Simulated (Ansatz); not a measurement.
C4H2BrF, SMILES C#C/C(F)=C\Br.

Geometry optimised at B3LYP-D3(BJ)/def2-SVP. The structure was generated by enumeration; whether it is a known compound was not checked.

Two levels are set side by side: PBE/def2-SVPD (Ansatz, a quantum-chemistry and plane-wave program) and PBE0/def2-SVPD (Ansatz). Energy differences of separate SCF runs at the same geometry; the states with an electron removed or added have multiplicity 2 and 2. Differences are taken from unrounded values.

```json
[
 {"quantity": "vertical ionisation energy (eV)", "PBE0": "9.19"},
 {"quantity": "vertical singlet–triplet gap (eV)", "PBE0": "3.14"}
]
```

### Question
What does PBE give, and how far is it from PBE0? (An estimate is asked for; the answer gives what the named calculation found.)

### Answer

| quantity | PBE | PBE minus PBE0 |
|---|---|---|
| vertical ionisation energy (eV) | 8.95 | -0.23 |
| vertical singlet–triplet gap (eV) | 3.13 | -0.01 |
